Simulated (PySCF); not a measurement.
# How the method changes the constants of Sr₂

State: ¹Σg⁺ (singlet), closed shell. Set-up: basis Sr def2-SVPD with ECP28; scalar-relativistic core potentials; PySCF 2.14. De refers to Sr + Sr in their ground configurations, without counterpoise correction.

```
      Level  Re (Å)  ωe (cm⁻¹)  De (eV)
    RHF-MP2   5.152       27.3    0.138
RHF-SCS-MP2   5.306       23.6    0.108
   RHF-CCSD   5.316       23.5    0.106
RHF-CCSD(T)   5.159       26.9    0.131
        PBE   4.568       50.2    0.199
       TPSS   4.580       50.4    0.195
     r²SCAN   4.610       49.7    0.192
      B3LYP   4.833       33.6    0.053
       PBE0   4.642       46.3    0.169
  BHandHLYP   5.063       24.9    0.026
```

The bond length runs from 4.568 Å (PBE) to 5.316 Å (RHF-CCSD). De spans 0.03 eV (BHandHLYP, global hybrid GGA) to 0.20 eV (PBE, GGA).

Correlated steps freeze no core orbitals. Closed-shell solutions of metal pairs were not tested for spin polarisation, which can lower them a little. The bond is weak. Basis-set superposition, not corrected here, can be much of De in a small basis, most of all at correlated wavefunction levels. Functionals without a dispersion term scatter widely for such bonds, and LDA overbinds them.
